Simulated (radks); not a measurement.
The chlorine ion Cl+, 16 electrons, occupied as [Ne] 3s2 3p3.5 3d0.5 (fractional occupations, a model configuration). Calculated with a radial shooting solver on a logarithmic mesh with Libxc functionals: scalar-relativistic Kohn-Sham, SOGGA, spin-unpolarised, spherical densities, point nucleus. Some entries of the table are withheld. Estimate them.

orbital  occ.  eigenvalue (Ry)  r(max) (bohr)
1s          2        -203.0369        0.05953
2s          2              (1)         0.3621
2p          6              (2)            (3)
3s          2         -2.46261          1.263
3p        3.5         -1.52412          1.380
3d        0.5         -0.35234          2.011

Answer. 
(1) 2s eigenvalue (Ry): -19.64351
(2) 2p eigenvalue (Ry): -15.18046
(3) 2p r(max) (bohr): 0.3016
